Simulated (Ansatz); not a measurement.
CH$_{11}$B$_{2}$GaSi$_{2}$. The species carries charge 0 and has multiplicity 1. The bonds changed during the relaxation, so this is another structure than the one it started from. All single points use the PBE0-D4/def2-TZVP geometry. It is one conformer, not always the lowest.

```xyz
17

C    -1.187   -0.803    1.835
B    -1.429   -0.506    0.358
B    -1.569   -0.053   -1.088
Si   -0.678    1.750   -1.131
Ga    0.541   -0.630   -1.289
Si    2.214   -0.599    0.451
H    -0.539   -0.024    2.255
H    -2.125   -0.786    2.398
H    -0.690   -1.762    2.002
H    -2.202   -0.383   -2.042
H    -0.490    2.465    0.158
H     0.785    1.519   -1.574
H    -1.227    2.663   -2.163
H     0.862   -1.046   -2.764
H     3.602   -0.424   -0.059
H     1.951    0.496    1.431
H     2.179   -1.877    1.221
```

Q: What is the dipole moment at PBE/def2-TZVPP? (Best estimate.)

A: Ansatz gave: 1.94 D, with components (-0.65, -0.27, 1.81) D in this frame, pointing from negative to positive charge.

Q: And with r2SCAN, B3LYP, ωB97M-V? (Estimate.)

A: Ansatz gave: r2SCAN 2.06 D, B3LYP 2.07 D, ωB97M-V 2.14 D.

Q: Give the Mulliken charges with PBE, B3LYP, ωB97M-V in def2-TZVPP. (An estimate is asked.)

A: Ansatz gave: 
| atom | PBE | B3LYP | ωB97M-V |
| --- | --- | --- | --- |
| C1 | -0.27 | -0.28 | -0.33 |
| B2 | 0.14 | 0.15 | 0.19 |
| B3 | -0.21 | -0.20 | -0.40 |
| Si4 | 0.07 | 0.12 | 0.02 |
| Ga5 | 0.09 | 0.08 | 0.04 |
| Si6 | 0.01 | 0.08 | -0.01 |
| H7 | 0.12 | 0.12 | 0.14 |
| H8 | 0.13 | 0.12 | 0.14 |
| H9 | 0.12 | 0.12 | 0.14 |
| H10 | 0.06 | 0.07 | 0.16 |
| H11 | -0.04 | -0.06 | -0.01 |
| H12 | -0.04 | -0.08 | -0.04 |
| H13 | -0.04 | -0.05 | 0.00 |
| H14 | -0.01 | -0.03 | 0.02 |
| H15 | -0.04 | -0.05 | -0.01 |
| H16 | -0.04 | -0.06 | -0.02 |
| H17 | -0.05 | -0.06 | -0.02 |

B3LYP here is the variant with VWN-RPA as its local correlation; programs differ in this.
